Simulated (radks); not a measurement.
Values are calculated unless marked as measured or tabulated.
Si III, 12 electrons, occupied as [Ne] 3s2.

Code: a radial shooting solver on a logarithmic mesh with Libxc functionals. Model: scalar-relativistic Kohn-Sham, LDA (Slater exchange, Perdew-Zunger correlation), spin-unpolarised, spherical densities, point nucleus.

Energy parts (eV):
part                      energy
total                  -7835.245
kinetic                 7848.234
electron-nucleus      -18486.439
Hartree                 3322.108
exchange-correlation    -519.148

Orbitals (lengths in bohr, moments of r in powers of bohr; <r^-3> diverges for s and p1/2; r(max) is where P^2 peaks):
| orbital | occ. | eigenvalue (eV) | <r^-3> | <1/r> | r(max) | <r^4> |
|---|---|---|---|---|---|---|
| 1s | 2 | -1800.423 | - | 13.59 | 0.07285 | 0.0007292 |
| 2s | 2 | -160.0662 | - | 2.574 | 0.4555 | 0.2789 |
| 2p | 6 | -116.9828 | 48.51 | 2.464 | 0.3865 | 0.2954 |
| 3s | 2 | -28.6649 | - | 0.7025 | 1.685 | 29.87 |
| 3p | 0 | -20.6588 | 4.043 | 0.6054 | 1.898 | 53.34 |
| 3d | 0 | -10.7716 | 0.1564 | 0.4104 | 2.455 | 188.4 |
| 4s | 0 | -9.6062 | - | 0.3009 | 4.288 | 813.4 |
| 4f | 0 | -3.8664 | 0.007097 | 0.1607 | 6.154 | 5623 |

The highest occupied level is 3s at -28.665 eV. For comparison, the ionisation energy in NIST's Atomic Spectra Database is 33.493 eV (measured). In exact Kohn-Sham theory the highest level is minus the ionisation energy, but local and semilocal functionals leave it too shallow, through self-interaction and a potential that decays too fast; potentials with the right tail come closer.
